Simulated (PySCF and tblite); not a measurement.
Results of a calculation; reference values are marked as such.
System: C₄H₁₀Si, numbered as in [CH2:1]1[CH2:2][CH2:3][SiH2:4][CH2:5]1.

For the inversion of the 5-membered ring (1–2–3–4–5): electronic barrier 4.15 kcal/mol, zero-point change -0.16 kcal/mol, thermal and entropy terms at 250 K a further 0.15 kcal/mol (symmetry numbers apart). The minimum is C2, the saddle Cs. Geometries: PBE0-D3(BJ)/def2-SVP; energies: PBE0/pcSseg-1 + D3(BJ), IEF-PCM methanol; zero-point and thermal terms from GFN2-xTB harmonic modes (soft modes blended into free rotors). Rate constants are transition-state-theory values, counting equivalent paths, without tunnelling. (PySCF 2.14 with density fitting, tblite 0.8.)

Question: How many equivalent paths lead out of the minimum?

Answer: 2: the symmetry number of the minimum is 2, that of the saddle displaced along its mode 1.

Question: Work out the rate at 250 K.

Answer: ΔG‡ = 4.14 kcal/mol; k_B T/h = 5.2×10¹² s⁻¹; exp(−ΔG‡/RT) = 0.00024; times 2 gives k = 2.5×10⁹ s⁻¹. Wigner's tunnelling factor for the 122i cm⁻¹ mode would be 1.02.
